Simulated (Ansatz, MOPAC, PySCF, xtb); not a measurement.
The molecule GaCl, closed-shell singlet (the spin of the measured ground state). No spin–orbit coupling. Ga is treated without relativity.

The constants come from a fifth-degree fit in 1/R (seven points, main isotopes). In def2 and cc sets the state is the lowest found near the PBE0 minimum, followed along R. The singlet is held restricted. HF and MP2 rows in def2 and cc sets belong to the determinant that coupled cluster picked by its CCSD energy.

The values were computed with Ansatz (Gaussian orbitals); MOPAC for AM1, PM6, PM7 (differences of heats of formation); PySCF for 3-21G rows, LANL2DZ rows; xtb for the GFN methods. 

| level | r_e (Å) | ω_e (cm⁻¹) | ω_e x_e (cm⁻¹) | B_e (cm⁻¹) | D_e (eV) | dipole (D) |
|---|---|---|---|---|---|---|
| AM1 | 2.194 | 318 | -0.046 | 0.151 | - | - |
| PM6 | 2.193 | 429 | 0.91 | 0.151 | - | - |
| PM7 | 2.247 | 364 | 1.4 | 0.144 | - | - |
| GFN1-xTB | 2.345 | 298 | 0.11 | 0.132 | - | - |
| GFN2-xTB | 2.169 | 319 | 0.22 | 0.154 | - | - |
| HF/3-21G | 2.308 | 357 | 1.3 | 0.136 | - | 3.99 |
| HF/def2-TZVPP | 2.229 | 364 | 1.3 | 0.146 | - | - |
| HF/def2-QZVPP | 2.227 | 360 | 1.3 | 0.147 | - | - |
| SVWN5/def2-TZVPP | 2.191 | 376 | 1.3 | 0.151 | 5.59 | 2.08 |
| PBE/def2-TZVPP | 2.235 | 354 | 1.2 | 0.145 | 4.97 | 2.34 |
| BP86/LANL2DZ | 2.315 | 323 | 0.83 | 0.136 | - | 3.10 |
| r2SCAN/def2-TZVPP | 2.208 | 372 | 1.3 | 0.149 | 4.93 | 2.16 |
| B97M-V/def2-TZVPP | 2.219 | 361 | 1.3 | 0.148 | 5.01 | 2.35 |
| B3LYP/LANL2DZ | 2.309 | 325 | 0.85 | 0.136 | - | 3.36 |
| B3LYP/def2-TZVPP | 2.239 | 352 | 1.2 | 0.145 | 4.75 | 2.56 |
| BHLYP/def2-TZVPP | 2.221 | 365 | 1.3 | 0.147 | 4.60 | 2.55 |
| CAM-B3LYP/def2-TZVPP | 2.216 | 366 | 1.3 | 0.148 | 4.76 | 2.47 |
| wB97X-V/def2-TZVPP | 2.210 | 372 | 1.3 | 0.149 | 4.90 | 2.36 |
| wB97M-V/def2-TZVPP | 2.215 | 368 | 1.3 | 0.148 | 4.91 | 2.42 |
| B2PLYP/def2-TZVPP | 2.224 | 364 | 1.2 | 0.147 | 4.80 | - |
| MP2/def2-TZVPP | 2.204 | 379 | 1.2 | 0.150 | - | - |
| MP2/def2-QZVPP | 2.194 | 374 | 1.2 | 0.151 | - | - |
| MP2/CBS(def2-TZVPP, def2-QZVPP) | 2.189 | 373 | 1.3 | 0.152 | - | - |
| SCS-MP2/def2-TZVPP | 2.213 | 374 | 1.2 | 0.148 | - | - |
| SCS-MP2/def2-QZVPP | 2.205 | 369 | 1.2 | 0.149 | - | - |
| CCSD/def2-TZVPP | 2.211 | 376 | 1.2 | 0.149 | 4.62 | - |
| CCSD/def2-QZVPP | 2.203 | 372 | 1.2 | 0.150 | 4.73 | - |
| CCSD(T)/def2-TZVPP | 2.211 | 377 | 1.2 | 0.149 | 4.74 | - |
| CCSD(T)/def2-QZVPP | 2.203 | 372 | 1.2 | 0.150 | 4.87 | - |
| CCSD(T)/CBS(def2-TZVPP, def2-QZVPP) | 2.198 | 371 | 1.3 | 0.150 | 4.97 | - |

D_e counts from each atom's lowest state at the same level, without counterpoise or zero-point energy.

Correlated levels freeze the inner cores; with def2 sets outer-core shells near the valence are correlated too. CBS(a, b) extrapolates the correlation energy as X⁻³ and adds the Hartree–Fock energy of set b. Rows in 3-21G, LANL2DZ carry no dispersion term and start afresh at each structure; the Pople sets are all-electron and without relativity. LANL2DZ brings its own core potentials from Na on. The state reached by AM1, PM6, PM7 isn't checked; PM7 holds dispersion and hydrogen-bond terms.

Measured for the ground state: r_e 2.2017 Å [microwave values compiled in ACS Omega 2, 8373 (2017)]. ω_e 365.3 cm-1, ω_e x_e 1.2 cm-1, B_e 0.1499 cm-1, α_e 0.0007936 cm-1 [Huber and Herzberg (1979), NIST Chemistry WebBook]. D_0 4.76 ± 0.14 eV (a handbook's tabulated 298 K bond energy less 3RT/2; such tables hold older values) [Luo, bond dissociation energies, CRC Handbook].

Ansatz is a quantum-chemistry and plane-wave program.
